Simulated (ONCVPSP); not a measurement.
# Which change was made? (Sc, ONCV)

* Element: Sc (Z = 21)
* Generator: ONCVPSP 4.0.1
* Type: optimised norm-conserving Vanderbilt (ONCV)
* Functional: LDA (Perdew-Zunger)
* Relativity: scalar-relativistic
* Frozen core: [Ar]
* Valence charge: 3
* Reference configuration: 3d1 4s1.75 4p0.25
* Partial waves: 4s: rc 2.75 bohr, ncon 4, nbas 8, qcut 2.9 1/bohr, 1 projector; 4p: rc 3.25 bohr, ncon 3, nbas 7, qcut 2.7 1/bohr, 2 projectors, debl 1.9 Ha; 3d: rc 2.90 bohr, ncon 3, nbas 8, qcut 6.4 1/bohr, 3 projectors, debl 3.4 Ha
* Local potential: polynomial inside 1.85 bohr (lpopt 5, dvloc0 4 Ha)
* Core correction: none

Cutoffs, loose and tight: the cutoffs (Ha) at which the residual kinetic energy of the hardest occupied pseudo-wave falls to 1 and 0.1 mHa per electron. They do not see the model core or the augmentation charge, which bear on the density cutoff. Test errors are all-electron minus pseudo excitation energies from the reference, over the configurations 3d1 4s2 4p0; 3d1 4s1 4p0; 3d1 4s0 4p0; 3d1 4s1 4p1; variants that change the core or the reference have their own tests.

The base gives: outcome: generated; cutoff, loose: 13 Ha; cutoff, tight: 15 Ha; bound ghosts: none; GHOST(+) flags above zero: none; largest test error (meV): +151.

Task: After one change the result is: outcome: generated; cutoff, loose: 34 Ha; cutoff, tight: 39 Ha; bound ghosts: none; GHOST(+) flags above zero: none; largest test error (meV): +35. Which change was it?
A. s: qcut 2.4; p: qcut 2.2; d: qcut 5.3
B. core [Ne], valence charge 11; reference 3s2 3p6 3d1 4s2; waves now 3s+4s: rc 1.45 bohr, ncon 4, nbas 7, qcut 10 1/bohr, 2 projectors; 3p: rc 1.30 bohr, ncon 4, nbas 7, qcut 10.1 1/bohr, 2 projectors, debl 2.7 Ha; 3d: rc 1.80 bohr, ncon 5, nbas 9, qcut 10.2 1/bohr, 3 projectors, debl 3.3 Ha; local potential polynomial inside 1.30 bohr (lpopt 5, dvloc0 2 Ha)
C. all radii scaled by about 0.85 (s 2.34, p 2.76, d 2.46 bohr); local potential polynomial inside 1.56 bohr (lpopt 5, dvloc0 4 Ha)

Result: B. The others give: all radii scaled by about 0.85 (s 2.34, p 2.76, d 2.46 bohr); local potential polynomial inside 1.56 bohr (lpopt 5, dvloc0 4 Ha) → outcome: failed: optimize: ERROR ps0norm > uunorm, code will stop | s: qcut 2.4; p: qcut 2.2; d: qcut 5.3 → outcome: generated; cutoff, loose: 10 Ha; cutoff, tight: 12 Ha; bound ghosts: none; GHOST(+) flags above zero: none; largest test error (meV): +146.
